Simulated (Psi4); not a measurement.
C$_{2}$H (SMILES [C-]#C), charge -1, singlet, at a GFN2-xTB geometry (a gas-phase anion, which may not be bound at this level); MP2/cc-pVTZ (Psi4 1.11).

Psi4 was given this input:
```
memory 2 GB

molecule mol {
-1 1
C    -0.000000   -0.000000   -0.479965
C     0.000000    0.000000    0.746059
H    -0.000000   -0.000000   -1.596566
}

set {
  basis cc-pvtz
  reference rhf
}

energy('mp2')
print_variables()
```

Predict the main parts of the log of this Psi4 run.


```
    SCF Algorithm Type (re)set to DF.

   => Loading Basis Set <=

    Name: CC-PVTZ
    Role: ORBITAL
    Keyword: BASIS

         ---------------------------------------------------------
                                   SCF
               by Justin Turney, Rob Parrish, Andy Simmonett
                          and Daniel G. A. Smith
                              RHF Reference
         ---------------------------------------------------------

  ==> Geometry <==

    Molecular point group: c2v
    Full point group: C_inf_v

    Geometry (in Angstrom), charge = -1, multiplicity = 1:

       Center              X                  Y                   Z               Mass
    ------------   -----------------  -----------------  -----------------  -----------------
         C            0.000000000000     0.000000000000    -0.543307926366    12.000000000000
         C            0.000000000000     0.000000000000     0.682716073634    12.000000000000
         H            0.000000000000     0.000000000000    -1.659908926366     1.007825032230

  Running in c2v symmetry.

  Rotational constants: A = ************  B =      1.41515  C =      1.41515 [cm^-1]
  Rotational constants: A = ************  B =  42425.06294  C =  42425.06294 [MHz]
  Nuclear repulsion =   19.737193163896467

  Charge       = -1
  Multiplicity = 1
  Electrons    = 14
  Nalpha       = 7
  Nbeta        = 7

  ==> Algorithm <==

  SCF Algorithm Type is DF.
  DIIS enabled.
  MOM disabled.
  Fractional occupation disabled.
  Guess Type is SAD.
  Energy threshold   = 1.00e-08
  Density threshold  = 1.00e-08
  Integral threshold = 1.00e-12

  ==> Primary Basis <==

  Basis Set: CC-PVTZ
    Blend: CC-PVTZ
    Number of shells: 26
    Number of basis functions: 74
    Number of Cartesian functions: 85
    Spherical Harmonics?: true
    Max angular momentum: 3

   => Loading Basis Set <=

    Name: (CC-PVTZ AUX)
    Role: JKFIT
    Keyword: DF_BASIS_SCF

  ==> Integral Setup <==

  SCF_SUBTYPE=INCORE selected. In-core MEM_DF algorithm will be used.
  Using in-core AOs.

  ==> MemDFJK: Density-Fitted J/K Matrices <==

    J tasked:                   Yes
    K tasked:                   Yes
    wK tasked:                   No
    Algorithm:                 Core
    Schwarz Cutoff:           1E-12
    Mask sparsity (%):       0.0000
    Fitting Condition:        1E-10

   => Auxiliary Basis Set <=

  Basis Set: (CC-PVTZ AUX)
    Blend: CC-PVTZ-JKFIT
    Number of shells: 60
    Number of basis functions: 188
    Number of Cartesian functions: 227
    Spherical Harmonics?: true
    Max angular momentum: 4

  Minimum eigenvalue in the overlap matrix is 4.7385827035E-04.
  Reciprocal condition number of the overlap matrix is 9.7206792715E-05.
    Using symmetric orthogonalization.

  ==> Pre-Iterations <==

  SCF Guess: Superposition of Atomic Densities via on-the-fly atomic UHF (no occupation information).

   -------------------------
    Irrep   Nso     Nmo
   -------------------------
     A1        33      33
     A2         7       7
     B1        17      17
     B2        17      17
   -------------------------
    Total      74      74
   -------------------------

  ==> Iterations <==

                           Total Energy        Delta E     RMS |[F,P]|

   @DF-RHF iter SAD:   -75.19255623553643   -7.51926e+01   0.00000e+00
   @DF-RHF iter   1:   -76.10983712372372   -9.17281e-01   1.04055e-02 DIIS/ADIIS
   @DF-RHF iter   2:   -76.19804393360772   -8.82068e-02   5.25561e-03 DIIS/ADIIS
   @DF-RHF iter   3:   -76.22269427643101   -2.46503e-02   7.28645e-04 DIIS/ADIIS
   @DF-RHF iter   4:   -76.22317498089247   -4.80704e-04   3.01790e-04 DIIS/ADIIS
   @DF-RHF iter   5:   -76.22327192485815   -9.69440e-05   3.73318e-05 DIIS
   @DF-RHF iter   6:   -76.22327604863165   -4.12377e-06   1.13056e-05 DIIS
   @DF-RHF iter   7:   -76.22327639726115   -3.48629e-07   2.10407e-06 DIIS
   @DF-RHF iter   8:   -76.22327640422998   -6.96883e-09   2.78549e-07 DIIS
   @DF-RHF iter   9:   -76.22327640435128   -1.21304e-10   3.46382e-08 DIIS
   @DF-RHF iter  10:   -76.22327640435340   -2.11742e-12   4.46868e-09 DIIS
  Energy and wave function converged.

  ==> Post-Iterations <==

    Orbital Energies [Eh]
    ---------------------

    Doubly Occupied:

       1A1   -10.938854     2A1   -10.933932     3A1    -0.724503
       4A1    -0.444071     5A1    -0.151023     1B2    -0.115323
       1B1    -0.115323

    Virtual:

       6A1     0.337750     2B1     0.442208     2B2     0.442208
       7A1     0.546864     8A1     0.591250     3B2     0.683292
       3B1     0.683292     9A1     0.803880     4B1     0.841865
       4B2     0.841865    10A1     0.855975    11A1     1.044455
       1A2     1.044455    12A1     1.088523     5B2     1.102706
       5B1     1.102706    13A1     1.251628     2A2     1.371135
      14A1     1.371135     6B2     1.502667     6B1     1.502667
      15A1     1.537531     7B2     1.826016     7B1     1.826016
      16A1     1.867015    17A1     2.189094     8B2     2.612415
       8B1     2.612415    18A1     2.786394     9B2     2.932198
       9B1     2.932198    19A1     3.026272    20A1     3.030866
       3A2     3.030866    10B2     3.120245    10B1     3.120245
      21A1     3.179321    11B2     3.325326    11B1     3.325326
      12B2     3.494953    12B1     3.494953    22A1     3.501690
      13B2     3.525571    13B1     3.525571     4A2     3.534404
      23A1     3.534404     5A2     3.710058    24A1     3.710058
       6A2     3.836829    25A1     3.836829    14B2     3.987885
      14B1     3.987885    26A1     4.067259    15B2     4.400009
      15B1     4.400009     7A2     4.515590    27A1     4.515590
      28A1     4.523904    29A1     4.899954    16B2     5.228047
      16B1     5.228047    30A1     5.796050    17B2     6.139311
      17B1     6.139311    31A1     6.446686    32A1     7.852843
      33A1    15.060066

    Final Occupation by Irrep:
             A1    A2    B1    B2
    DOCC [     5,    0,    1,    1 ]
    NA   [     5,    0,    1,    1 ]
    NB   [     5,    0,    1,    1 ]

  @DF-RHF Final Energy:   -76.22327640435340

   => Energetics <=

    Nuclear Repulsion Energy =             19.7371931638964675
    One-Electron Energy =                -145.0748830250630590
    Two-Electron Energy =                  49.1144134568131960
    Total Energy =                        -76.2232764043533990

Computation Completed

Properties will be evaluated at   0.000000,   0.000000,   0.000000 [a0]

Properties computed using the SCF density matrix

 Multipole Moments:

 ------------------------------------------------------------------------------------
     Multipole            Electronic (a.u.)      Nuclear  (a.u.)        Total (a.u.)
 ------------------------------------------------------------------------------------

 L = 1.  Multiply by 2.5417464519 to convert [e a0] to [Debye]
 Dipole X            :          0.0000000            0.0000000            0.0000000
 Dipole Y            :          0.0000000            0.0000000            0.0000000
 Dipole Z            :          0.3660870           -1.5561140           -1.1900270
 Magnitude           :                                                    1.1900270

 ------------------------------------------------------------------------------------

  //>>>>>>>>>>>>>>>>>>>>>>>>>>>>>>>>>>>//
  //               DFMP2               //
  //<<<<<<<<<<<<<<<<<<<<<<<<<<<<<<<<<<<//

   => Loading Basis Set <=

    Name: (CC-PVTZ AUX)
    Role: RIFIT
    Keyword: DF_BASIS_MP2

	 --------------------------------------------------------
	                          DF-MP2
	      2nd-Order Density-Fitted Moller-Plesset Theory

	        Rob Parrish, Justin Turney, Andy Simmonett,
	           Ed Hohenstein, and C. David Sherrill
	 --------------------------------------------------------

   => Auxiliary Basis Set <=

  Basis Set: (CC-PVTZ AUX)
    Blend: CC-PVTZ-RI
    Number of shells: 56
    Number of basis functions: 192
    Number of Cartesian functions: 237
    Spherical Harmonics?: true
    Max angular momentum: 4

	 --------------------------------------------------------
	                 NBF =    74, NAUX =   192
	 --------------------------------------------------------
	   CLASS    FOCC     OCC    AOCC    AVIR     VIR    FVIR
	   PAIRS       0       7       7      67      67       0
	 --------------------------------------------------------

	-----------------------------------------------------------
	 ==================> DF-MP2 Energies <====================
	-----------------------------------------------------------
	 Reference Energy          =     -76.2232764043533990 [Eh]
	 Singles Energy            =      -0.0000000000000000 [Eh]
	 Same-Spin Energy          =      -0.0793088138528951 [Eh]
	 Opposite-Spin Energy      =      -0.2578772299863719 [Eh]
	 Correlation Energy        =      -0.3371860438392670 [Eh]
	 Total Energy              =     -76.5604624481926663 [Eh]
	-----------------------------------------------------------
	 ================> DF-SCS-MP2 Energies <==================
	-----------------------------------------------------------
	 SCS Same-Spin Scale       =       0.3333333333333333 [-]
	 SCS Opposite-Spin Scale   =       1.2000000000000000 [-]
	 SCS Same-Spin Energy      =      -0.0264362712842983 [Eh]
	 SCS Opposite-Spin Energy  =      -0.3094526759836463 [Eh]
	 SCS Correlation Energy    =      -0.3358889472679447 [Eh]
	 SCS Total Energy          =     -76.5591653516213455 [Eh]
	-----------------------------------------------------------

  Variable Map:
  ----------------------------------------------------------------------------
  "CURRENT CORRELATION ENERGY"           =>      -0.337186043839
  "CURRENT ENERGY"                       =>     -76.560462448193
  "CURRENT REFERENCE ENERGY"             =>     -76.223276404353
  "CUSTOM SCS-MP2 CORRELATION ENERGY"    =>      -0.335888947268
  "CUSTOM SCS-MP2 TOTAL ENERGY"          =>     -76.559165351621
  "DD SOLVATION ENERGY"                  =>       0.000000000000
  "HF KINETIC ENERGY"                    =>      76.187375626782
  "HF POTENTIAL ENERGY"                  =>    -152.410652031136
  "HF TOTAL ENERGY"                      =>     -76.223276404353
  "HF VIRIAL RATIO"                      =>       2.000471216882
  "MP2 CORRELATION ENERGY"               =>      -0.337186043839
  "MP2 DOUBLES ENERGY"                   =>      -0.337186043839
  "MP2 OPPOSITE-SPIN CORRELATION ENERGY" =>      -0.257877229986
  "MP2 SAME-SPIN CORRELATION ENERGY"     =>      -0.079308813853
  "MP2 SINGLES ENERGY"                   =>      -0.000000000000
  "MP2 TOTAL ENERGY"                     =>     -76.560462448193
  "NUCLEAR REPULSION ENERGY"             =>      19.737193163896
  "ONE-ELECTRON ENERGY"                  =>    -145.074883025063
  "PCM POLARIZATION ENERGY"              =>       0.000000000000
  "PE ENERGY"                            =>       0.000000000000
  "SCF ITERATION ENERGY"                 =>     -76.223276404353
  "SCF ITERATIONS"                       =>      10.000000000000
  "SCF TOTAL ENERGY"                     =>     -76.223276404353
  "SCS-MP2 CORRELATION ENERGY"           =>      -0.335888947268
  "SCS-MP2 TOTAL ENERGY"                 =>     -76.559165351621
  "TWO-ELECTRON ENERGY"                  =>      49.114413456813

  Array Variable Map:
  ----------------------------------------------------------------------------
  "CURRENT DIPOLE"                       =>       0.000000000000 ... -1.190026952684 1 by 3
  "SCF DIPOLE"                           =>       0.000000000000 ... -1.190026952684 1 by 3
  "SCF TOTAL ENERGIES"                   =>     -75.192556235536 ... -76.223276404353 1 by 11
```
